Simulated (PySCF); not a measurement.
Compound: C₅H₁₅NSi₂.
Structure used (PBE0-D3(BJ)/def2-SVP), in Å, numbered top down from 1:
```xyz
23
C5H15NSi2 angstrom
C     -1.921    1.902    0.018
C     -1.607    1.341   -1.156
Si    -1.046   -0.439   -1.391
C      0.730   -0.467   -2.061
C      1.770    0.311   -1.257
C      1.954   -0.190    0.167
Si    -1.373   -1.674    0.585
N     -3.028   -2.209    0.596
H     -2.225    2.952    0.101
H     -1.884    1.339    0.958
H     -1.661    1.979   -2.051
H     -1.917   -1.077   -2.435
H      0.674   -0.073   -3.091
H      1.031   -1.526   -2.163
H      1.489    1.379   -1.233
H      2.739    0.268   -1.785
H      2.769    0.342    0.680
H      1.044   -0.042    0.771
H      2.193   -1.266    0.187
H     -0.960   -0.867    1.791
H     -0.486   -2.881    0.597
H     -3.744   -1.550    0.311
H     -3.364   -2.784    1.361
```

Theory: PySCF 2.14.0, PBE0-D3(BJ)/def2-SVP geometry optimisation, gas phase.

Masses are those of the commonest isotopes; rigid-rotor values at the optimised geometry. The values belong to one conformer with, in the numbering `[CH2:1]=[CH:2][Si@@H:3]([CH2:4][CH2:5][CH3:6])[SiH2:7][NH2:8]`, C1–C2–Si3–C4 -116°, C2–Si3–C4–C5 54°, Si3–C4–C5–C6 61°, C2–Si3–Si7–N8 84°, Si3–Si7–N8–H -43° and 178°.

Task: What are A, B and C (MHz)?

Result: Ia = 326.17, Ib = 541.54, Ic = 661.81 u·Å²; 505379 MHz·u·Å²/I gives A = 1549, B = 933.2, C = 763.6 MHz.

Task: What kind of rotor is it?

Result: An asymmetric top: κ = (2 × 933.2 − 1549 − 763.6)/(1549 − 763.6) = -0.57.

Task: Is it planar, by Δ = Ic − Ia − Ib?

Result: Not planar: Δ = Ic − Ia − Ib = -205.90 u·Å². For a rigid frame Δ = −2 Σ m c², so Σ m c² = 102.95 u·Å² lies off the ab plane: 28.68 from hydrogen and 74.27 from heavier atoms. The atom farthest from that plane is 2.24 Å away.

Task: Give the other two planar moments, Paa and Pbb, and the rms extents of the mass along the axes.

Result: Paa = Σ m a² = (Ib + Ic − Ia)/2 = 438.59 and Pbb = Σ m b² = (Ia + Ic − Ib)/2 = 223.22 u·Å². With the mass M = 145.07 u, the rms extents √(P/M) along a, b and c are 1.74, 1.24, 0.84 Å.

Task: Where do the levels up to J = 2 lie, in MHz?

Result: Above 0(0,0):
J = 1: 1(0,1) 1697, 1(1,1) 2313, 1(1,0) 2483
J = 2: 2(0,2) 5060, 2(1,2) 5537, 2(1,1) 6046, 2(2,1) 7895, 2(2,0) 7925

Task: Which types of transition are allowed, and where do some lines up to J = 2 fall?

Result: The dipole components are |μa| = 0.24 D, |μb| = 0.82 D, |μc| = 0.57 D. Intensities carry the squares of the components, which stand as 0.09 : 1.00 : 0.49 (a : b : c). Some lines, for components of 0.1 D or more:

| type | branch | J(Ka,Kc) | MHz | lower level (cm⁻¹) |
| --- | --- | --- | --- | --- |
| c | Q | 2(1,2) ← 2(0,2) | 477 | 0.169 |
| a | Q | 2(1,1) ← 2(1,2) | 509 | 0.185 |
| c | Q | 1(1,1) ← 1(0,1) | 616 | 0.057 |
| b | Q | 1(1,0) ← 1(0,1) | 786 | 0.057 |
| b | Q | 2(1,1) ← 2(0,2) | 986 | 0.169 |
| a | R | 1(0,1) ← 0(0,0) | 1697 | 0.000 |
| c | Q | 2(2,1) ← 2(1,1) | 1849 | 0.202 |
| b | R | 1(1,1) ← 0(0,0) | 2313 | 0.000 |
| c | R | 1(1,0) ← 0(0,0) | 2483 | 0.000 |
| b | R | 2(0,2) ← 1(1,1) | 2747 | 0.077 |
| a | R | 2(1,2) ← 1(1,1) | 3224 | 0.077 |
| b | R | 2(2,1) ← 1(1,0) | 5412 | 0.083 |
| b | R | 2(2,0) ← 1(1,1) | 5612 | 0.077 |

Task: Estimate the classical rotational partition function at 25 K, 50 K and 100 K.

Result: Point group C1, symmetry number σ = 1; q = (√π/σ)·√((kT/h)³/(ABC)), k/h = 20836.6 MHz/K: 20100 at 25 K, 56700 at 50 K, 160000 at 100 K.

Not checked by PBE0-D3(BJ)/def2-SVP frequencies. Constants of a rigid frame at the computed geometry: no zero-point averaging, no centrifugal distortion. A rigid rotor knows nothing of inversion at nitrogen or internal rotation, which can split or shift real lines. Quadrupole hyperfine structure (14N) is left out.

The run took about 6 min of CPU time (one thread, shared machine). This is the geometry optimisation.
